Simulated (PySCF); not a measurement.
B3LYP has the VWN-RPA correlation part, as in Gaussian. Excitations are Tamm–Dancoff values on a coarser integration grid. The basis has no diffuse functions, so Rydberg states are missing or too high.

Cartesian coordinates (Å):
```xyz
10

N      2.2567    -0.2926     0.4797
C      1.0747    -0.1485     0.1469
C     -0.2239     0.0274     0.0309
N     -0.8568     1.2868     0.1221
N     -1.1289    -1.0259    -0.2552
H      2.9000    -0.3953    -0.3120
H     -0.2507     2.0131     0.4744
H     -1.2896     1.5681    -0.7511
H     -0.6634    -1.9078    -0.4193
H     -1.8181    -1.1255     0.4835
```
Charge 0, multiplicity 1.

Task: Give the S1–T1 gap (TDA), total energy, HOMO, LUMO and T1 excitation (TDA) at the level B3LYP-D3(BJ)/def2-TZVP in PySCF 2.14.0.

Result: 
- S1–T1 gap (TDA) = 0.55 eV
- total energy = -6626.68 eV
- HOMO = -5.17 eV
- LUMO = -0.49 eV
- T1 excitation (TDA) = 2.70 eV
